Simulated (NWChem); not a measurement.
CHBFNO; SMILES N(BF)=C=O

```xyz
6

B     -0.5092    -1.2354     0.0000
F      0.3297    -2.2684     0.0000
H     -1.7054    -1.4449     0.0000
N      0.0328     0.0780     0.0000
C      0.0344     1.2920     0.0000
O      0.1060     2.4674     0.0000
```
Atoms are numbered in this order, from 1.

Results from NWChem. Pople sets run with spherical d functions. Geometry: optimised at PBE-D3(BJ)/def2-SVP. Vertical excitations in the gas phase; the lowest state need not have the same character in each row.

For level PBE/6-31+G*, TDA:

lowest excitation, singlet (eV): 5.37
lowest state with f > 0.02, singlet (eV): 6.63
oscillator strength of that bright state: 0.077
orbital gap (eV): 5.29

**Question.** What are these values for level Hartree-Fock/6-31+G*, CIS?

**Answer.** 
| Property | Result |
|---|---|
| lowest excitation, singlet (eV) | 7.05 |
| lowest state with f > 0.02, singlet (eV) | 7.90 |
| oscillator strength of that bright state | 0.029 |
| orbital gap (eV) | 14.01 |
